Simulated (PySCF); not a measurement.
## IrO₄⁺, singlet: data card

Method: PBE/[Ir def2-SVP with ECP60, O def2-SVP], scalar-relativistic core potentials, density fitting, no spin–orbit coupling, PySCF.

The structure is a minimum.

* Point group: Td
* Bond lengths: Ir–O 1.714 Å (×4)
* Bond angles: O–Ir–O 109.5° (×6)
* Enthalpy at 298.15 K above 0 K: 15.54 kJ/mol
* Zero-point energy: 32.2 kJ/mol
* Principal quadrupole moments (Buckingham, traceless) about the centre of mass: 0.00, 0.00, 0.00 D Å
* Rotational constants: 0.1346, 0.1346, 0.1346 cm⁻¹
* Lowest empty level: -13.24 eV
* Dipole moment about the centre of mass: 0.00 D
* Entropy at 298.15 K and 1 bar: 295.2 J/(mol K)
* Highest occupied level: -16.25 eV
* Heat capacity Cp at 298.15 K: 74.8 J/(mol K)
* Principal polarisabilities: 40.2, 40.2, 40.2 bohr³
* Rotational symmetry number: 12

Harmonic modes (masses in u: Ir 192.963, O 15.995):
| symmetry | ω (cm⁻¹) | IR (km/mol, summed over degenerate members) |
| --- | --- | --- |
| e | 322 | 0.0 |
| t2 | 324 | 4.0 |
| a1 | 935 | 0.0 |
| t2 | 946 | 62.8 |

In Td the vibrations span e + 2t2 + a1. The a1, e modes carry no infrared intensity, as symmetry demands.

Charges (e):
| atom | Mulliken | Löwdin | polar tensor | Mayer order to Ir1 |
| --- | --- | --- | --- | --- |
| Ir1 | 1.42 | 0.73 | 1.60 | – |
| O2,3,4,5 | -0.11 | 0.07 | -0.15 | 1.58 |
Other Mayer orders above 0.3: O–O 0.32 (×6).

Mulliken populations on Ir1 (electrons outside its core potential): s 2.51, p 6.33, d 6.56, f 0.18.

Formally Ir is in oxidation state +9, d0. The polar-tensor charge on Ir, 1.60, is far below the formal one.

Only a few start shapes were tried, so a lower isomer may exist. With an element this heavy the missing spin–orbit coupling can shift these numbers.

The final relaxation and frequency run took 33 s on 2 threads of a shared Arm Neoverse N1 host, with 88 basis functions and 6 gradients; the process peaked at 1.1 GiB. Launch command: `OMP_NUM_THREADS=2 python axn.py task.json out`.
